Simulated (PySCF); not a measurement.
Work out the structure from these simulated measurements.

Elements present: H, O and Si. Monoisotopic mass: 107.9883 u.

| Quantity | Value |
| --- | --- |
| UV, first state | lowest singlet excitation: 6.11 eV (203 nm, f = 0.011) [TDDFT PBE0/def2-SVPD] |
| Rotational structure | rotational constants A, B, C: 5.274, 1.679, 1.334 GHz [PBE0-D3(BJ)/def2-SVP] |
| Valence photoelectron | vertical ionisation energy: 9.85 eV [ΔSCF PBE0/def2-SVPD] |
| XPS | Si2p3/2 106.6, Si2p3/2 107.3, Si2p3/2 107.6, O1s 537.8, Si1s 1846.3, Si1s 1847.1, Si1s 1847.5 eV [ΔSCF SCAN, pcX-2 on the ionised atom, pcseg-1 elsewhere, spin-free X2C, 2p3/2 from a spin–orbit splitting computed afterwards within the 2p shell] |
| Triplet | lowest triplet excitation (Tamm–Dancoff): 5.46 eV [TDA PBE0/def2-SVPD] |
| NMR, other nuclei | isotropic shieldings of nuclei other than C and H, by class: 341 (1 O), 372 (1 Si), 388 (1 Si), 462 (1 Si) ppm [GIAO PBE0/pcSseg-1] |

Gas-phase values; electronic properties from PySCF, density fitting. Levels stand in brackets. Geometry: PBE0-D3(BJ)/def2-SVP, one conformer, isolated molecule. NMR values are class means; diastereotopic atoms form classes of their own.

Q: Which formula fits the mass and the elements?

A: H8OSi3 (calculated 107.9883). No other formula that holds each of these elements comes within 0.0003 u with a fitting electron parity and a possible valence count.

Q: Propose a structure and show how it fits.

A: Numbering: `[SiH3:1][O:2][SiH2:3][SiH3:4]`. Its formula, H8OSi3, gives 0 degrees of unsaturation, so no ring and no π bond. The other shieldings belong to: 341 ppm, siloxane oxygen [O2]; 372 ppm, oxygen-bound silicon [Si3]; 388 ppm, oxygen-bound silicon [Si1]; 462 ppm, SiH3 silicon [Si4]. The core levels belong to: Si2p3/2 106.6 eV, SiH3 silicon [Si4]; Si2p3/2 107.3 eV, oxygen-bound silicon [Si3]; Si2p3/2 107.6 eV, oxygen-bound silicon [Si1]; O1s 537.8 eV, siloxane oxygen [O2]; Si1s 1846.3 eV, SiH3 silicon [Si4]; Si1s 1847.1 eV, oxygen-bound silicon [Si3]; Si1s 1847.5 eV, oxygen-bound silicon [Si1]. S1 is mainly HOMO→LUMO (weight 0.98); the largest Löwdin shares of the orbital it empties are 0.29 on the SiH3 silicon, 0.25 on an oxygen-bound silicon, 0.18 on the siloxane oxygen and 0.05 on an Si–H hydrogen, of the orbital it fills 0.24 on an oxygen-bound silicon, 0.17 on the SiH3 silicon, 0.15 on an oxygen-bound silicon and 0.11 on the siloxane oxygen. By its constants the optimised geometry is an asymmetric top. Structure: `[SiH3]O[SiH2][SiH3]`. Computed isomers that give other values at the same levels: `O[SiH]([SiH3])[SiH3]` (core binding energies: Si2p3/2 106.5 (×2), Si2p3/2 106.9, O1s 538.4, Si1s 1846.2 (×2), Si1s 1846.7 eV). The assignments are read from this structure; whether some other isomer fits the data as well wasn't checked.

Shape of the structure used: `[SiH3:1][O:2][SiH2:3][SiH3:4]`: Si1–O2–Si3–Si4 -13°.
